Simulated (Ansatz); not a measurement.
Job for Ansatz (an electronic-structure program): U-r2SCAN/def2-TZVPP on ClFGaH (SMILES [F][GaH][Cl]), a point of a bond scan (R = 2.081 Å).

Ansatz 0.2 input:
```yaml
crystal:
  periodic: [false, false, false]
  atoms:
    - {symbol: Ga, position_ang: [-0.42035658, 0.09491825, -0.34524222]}
    - {symbol: H, position_ang: [-2.02693302, -0.59827640, -1.47218515]}
    - {symbol: F, position_ang: [-0.00462516, 1.79964022, -0.33176534]}
    - {symbol: Cl, position_ang: [0.86371139, -1.10121578, 0.87461245]}
basis:
  gaussian:
    orbitals: def2-TZVPP
hamiltonian:
  xc: {name: r2SCAN}
magnetization: {spin_polarized: true, initial_magnetization: 0}
```

Task: Predict the final total energy.

Result: -2485.5263 hartree.

Task: How many basis functions does it have, and what does it roughly cost on one machine?

Result: 135 functions; very roughly 6 core-seconds.
